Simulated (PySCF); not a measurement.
C2H8AlClN2 (SMILES C[NH][Al]([Cl])[NH]C), singlet, geometry from GFN2-xTB (such geometries of metal compounds can be far from the true shape), atoms displaced at random by about 0.03 Å a coordinate; PBE0/STO-3G, gradient by finite differences in PySCF.

The PySCF input:
```python
from pyscf import gto, scf, dft

mol = gto.Mole()
mol.atom = '''
    Al    0.09359481    0.07272663    0.11423141
    Cl    0.56915735    1.82408134    1.00331455
    N    -1.06074495   -0.05120300   -1.25136857
    C    -1.82226564    0.86239989   -1.98880357
    H    -1.22690454   -1.06702014   -1.59980196
    H    -2.85186415    0.68526156   -1.87486969
    H    -1.56476722    0.91110837   -3.00580317
    H    -1.56515678    1.92279126   -1.47454573
    N     0.92967112   -1.43223214    0.74726983
    C     0.86745536   -2.86357580    0.41204326
    H     1.56268021   -1.34365930    1.51350929
    H     0.44176352   -3.50508442    1.19403434
    H     1.70167142   -3.27982317    0.01957616
    H     0.13873730   -2.86675919   -0.46499883
'''
mol.basis = 'sto-3g'
mol.verbose = 4
mol.build()

mf = dft.RKS(mol)
mf.xc = 'pbe0'
mf.conv_tol = 1e-11
mf.kernel()
scan, done = mf.as_scanner(), []
scan.scf_summary = {}
def energy(d):
    c = mol.atom_coords()
    c[7, 0] += d
    e = scan(mol.set_geom_(c, unit='Bohr', inplace=False))
    done.append(scan.converged)
    return e
h = 0.2
fd = (energy(h) - energy(-h)) / (2 * h)
print('dE/dx =', fd)
```

Output, abridged:

```
PySCF version 2.14.0

[INPUT] verbose = 4
[INPUT] num. atoms = 14
[INPUT] num. electrons = 64
[INPUT] charge = 0
[INPUT] spin (= nelec alpha-beta = 2S) = 0
[INPUT] symmetry False subgroup None
[INPUT] Mole.unit = angstrom
[INPUT] Symbol           X                Y                Z      unit          X                Y                Z       unit  Magmom
[...]
nuclear repulsion = 344.834158925071
number of shells = 30
number of NR pGTOs = 138
number of NR cGTOs = 46
basis = sto-3g
ecp = {}

******** <class 'pyscf.dft.rks.RKS'> ********
method = RKS
initial guess = minao
damping factor = 0
level_shift factor = 0
DIIS = <class 'pyscf.scf.diis.CDIIS'>
diis_start_cycle = 1
diis_space = 8
diis_damp = 0
SCF conv_tol = 1e-11
SCF conv_tol_grad = None
SCF max_cycles = 50
direct_scf = True
direct_scf_tol = 1e-13
XC library pyscf.dft.libxc version 7.1.2
    S. Lehtola, C. Steigemann, M. J. T. Oliveira, and M. A. L. Marques,  SoftwareX 7, 1–5 (2018)
XC functionals = pbe0
    C. Adamo and V. Barone,  J. Chem. Phys. 110, 6158 (1999)
    M. Ernzerhof and G. E. Scuseria,  J. Chem. Phys. 110, 5029 (1999)
radial grids:
    Treutler-Ahlrichs [JCP 102, 346 (1995); DOI:10.1063/1.469408] (M4) radial grids

becke partition: Becke, JCP 88, 2547 (1988); DOI:10.1063/1.454033
pruning grids: <function nwchem_prune>
grids dens level: 3
symmetrized grids: False
atomic radii adjust function: <function treutler_atomic_radii_adjust>
small_rho_cutoff = 0
Set gradient conv threshold to 3.16228e-06
Initial guess from minao.
tot grids = 172568
init E= -882.516219116125
[...]
cycle= 1 E= -882.347330604684  delta_E= 0.169  |g|= 0.649  |ddm|= 4.58
[...]
cycle= 2 E= -882.310457446691  delta_E= 0.0369  |g|= 0.757  |ddm|= 1.94
[...]
cycle= 3 E= -882.489616162448  delta_E= -0.179  |g|= 0.0391  |ddm|=  1.1
[...]
cycle= 4 E= -882.490359452853  delta_E= -0.000743  |g|= 0.00641  |ddm|=  0.1
[...]
cycle= 5 E= -882.490377160458  delta_E= -1.77e-05  |g|= 0.00175  |ddm|= 0.0151
[...]
cycle= 6 E= -882.490378152404  delta_E= -9.92e-07  |g|= 0.000273  |ddm|= 0.00266
[...]
cycle= 7 E= -882.490378178259  delta_E= -2.59e-08  |g|= 8.12e-05  |ddm|= 0.000548
[...]
cycle= 8 E= -882.490378180417  delta_E= -2.16e-09  |g|= 1.72e-05  |ddm|= 0.000136
[...]
cycle= 9 E= -882.490378180501  delta_E= -8.34e-11  |g|= 6.79e-06  |ddm|= 3.12e-05
[...]
cycle= 10 E= -882.490378180516  delta_E= -1.55e-11  |g|= 7.66e-07  |ddm|= 1.09e-05
[...]
cycle= 11 E= -882.490378180516  delta_E= 2.27e-13  |g|= 1.4e-07  |ddm|= 1.69e-06
[...]
Extra cycle  E= -882.490378180519  delta_E= -2.96e-12  |g|= 1.1e-07  |ddm|= 4.23e-07
converged SCF energy = -882.490378180519
Create scanner for <class 'pyscf.dft.rks.RKS'>

WARN: Mole.unit (angstrom) is changed to Bohr

New geometry
   1 Al     0.093594810000   0.072726630000   0.114231410000 AA    0.176868557581   0.137433412663   0.215866079723 Bohr
   2 Cl     0.569157350000   1.824081340000   1.003314550000 AA    1.075551513283   3.447014161530   1.895989716291 Bohr
   3 N     -1.060744950000  -0.051203000000  -1.251368570000 AA   -2.004517443515  -0.096759646756  -2.364743878189 Bohr
   4 C     -1.822265640000   0.862399890000  -1.988803570000 AA   -3.443582985805   1.629699601955  -3.758294062857 Bohr
   5 H     -1.226904540000  -1.067020140000  -1.599801960000 AA   -2.318513561585  -2.016375833995  -3.023187557942 Bohr
   6 H     -2.851864150000   0.685261560000  -1.874869690000 AA   -5.389242187966   1.294956672092  -3.542990233348 Bohr
   7 H     -1.564767220000   0.911108370000  -3.005803170000 AA   -2.956981494497   1.721745289099  -5.680144775649 Bohr
   8 H     -1.459321337816   1.922791260000  -1.474545730000 AA   -2.757717656206   3.633548876107  -2.786487587847 Bohr
   9 N      0.929671120000  -1.432232140000   0.747269830000 AA    1.756823802718  -2.706526491400   1.412135319850 Bohr
  10 C      0.867455360000  -2.863575800000   0.412043260000 AA    1.639253055686  -5.411373998932   0.778648912873 Bohr
[...]
[...]
cycle= 8 E= -882.484217791696  delta_E= -5e-12  |g|= 8.16e-07  |ddm|= 7.32e-06
[...]
Extra cycle  E= -882.484217791701  delta_E= -5.46e-12  |g|= 6.8e-07  |ddm|= 2.28e-06
converged SCF energy = -882.484217791701

WARN: Mole.unit (angstrom) is changed to Bohr

New geometry
   1 Al     0.093594810000   0.072726630000   0.114231410000 AA    0.176868557581   0.137433412663   0.215866079723 Bohr
   2 Cl     0.569157350000   1.824081340000   1.003314550000 AA    1.075551513283   3.447014161530   1.895989716291 Bohr
   3 N     -1.060744950000  -0.051203000000  -1.251368570000 AA   -2.004517443515  -0.096759646756  -2.364743878189 Bohr
   4 C     -1.822265640000   0.862399890000  -1.988803570000 AA   -3.443582985805   1.629699601955  -3.758294062857 Bohr
   5 H     -1.226904540000  -1.067020140000  -1.599801960000 AA   -2.318513561585  -2.016375833995  -3.023187557942 Bohr
   6 H     -2.851864150000   0.685261560000  -1.874869690000 AA   -5.389242187966   1.294956672092  -3.542990233348 Bohr
   7 H     -1.564767220000   0.911108370000  -3.005803170000 AA   -2.956981494497   1.721745289099  -5.680144775649 Bohr
   8 H     -1.670992222184   1.922791260000  -1.474545730000 AA   -3.157717656206   3.633548876107  -2.786487587847 Bohr
   9 N      0.929671120000  -1.432232140000   0.747269830000 AA    1.756823802718  -2.706526491400   1.412135319850 Bohr
  10 C      0.867455360000  -2.863575800000   0.412043260000 AA    1.639253055686  -5.411373998932   0.778648912873 Bohr
  11 H      1.562680210000  -1.343659300000   1.513509290000 AA    2.953037617178  -2.539148081725   2.860118045085 Bohr
  12 H      0.441763520000  -3.505084420000   1.194034340000 AA    0.834812064624  -6.623649597280   2.256397885926 Bohr
  13 H      1.701671420000  -3.279823170000   0.019576160000 AA    3.215692937800  -6.197967528303   0.036993580971 Bohr
  14 H      0.138737300000  -2.866759190000  -0.464998830000 AA    0.262175500262  -5.417389734180  -0.878720436943 Bohr

******** <class 'pyscf.scf.hf.RKS_Scanner'> ********
method = RKS_Scanner
initial guess = minao
damping factor = 0
level_shift factor = 0
DIIS = <class 'pyscf.scf.diis.CDIIS'>
diis_start_cycle = 1
diis_space = 8
diis_damp = 0
SCF conv_tol = 1e-11
SCF conv_tol_grad = None
SCF max_cycles = 50
direct_scf = True
direct_scf_tol = 1e-13
XC library pyscf.dft.libxc version 7.1.2
    S. Lehtola, C. Steigemann, M. J. T. Oliveira, and M. A. L. Marques,  SoftwareX 7, 1–5 (2018)
XC functionals = pbe0
    C. Adamo and V. Barone,  J. Chem. Phys. 110, 6158 (1999)
    M. Ernzerhof and G. E. Scuseria,  J. Chem. Phys. 110, 5029 (1999)
radial grids:
    Treutler-Ahlrichs [JCP 102, 346 (1995); DOI:10.1063/1.469408] (M4) radial grids

becke partition: Becke, JCP 88, 2547 (1988); DOI:10.1063/1.454033
pruning grids: <function nwchem_prune>
grids dens level: 3
symmetrized grids: False
atomic radii adjust function: <function treutler_atomic_radii_adjust>
small_rho_cutoff = 0
Set gradient conv threshold to 3.16228e-06
tot grids = 172568
init E= -882.50526398071
[...]
cycle= 1 E= -882.492940669247  delta_E= 0.0123  |g|= 0.0155  |ddm|= 0.122
[...]
cycle= 2 E= -882.493013031004  delta_E= -7.24e-05  |g|= 0.011  |ddm|= 0.0444
[...]
cycle= 3 E= -882.493049541173  delta_E= -3.65e-05  |g|= 0.00349  |ddm|= 0.0206
[...]
cycle= 4 E= -882.493053563035  delta_E= -4.02e-06  |g|= 0.000477  |ddm|= 0.00568
[...]
cycle= 5 E= -882.493053629712  delta_E= -6.67e-08  |g|= 0.00013  |ddm|= 0.000773
[...]
cycle= 6 E= -882.49305363518  delta_E= -5.47e-09  |g|= 3.03e-05  |ddm|= 0.00022
[...]
cycle= 7 E= -882.493053635483  delta_E= -3.02e-10  |g|= 7.14e-06  |ddm|= 5.42e-05
[...]
cycle= 8 E= -882.493053635501  delta_E= -1.84e-11  |g|= 1.16e-06  |ddm|= 1.13e-05
[...]
cycle= 9 E= -882.4930536355  delta_E= 1.14e-12  |g|= 1.84e-07  |ddm|= 2.15e-06
[...]
Extra cycle  E= -882.493053635504  delta_E= -4.09e-12  |g|= 1.35e-07  |ddm|= 6.27e-07
converged SCF energy = -882.493053635504
dE/dx = 0.02208960950611072
```
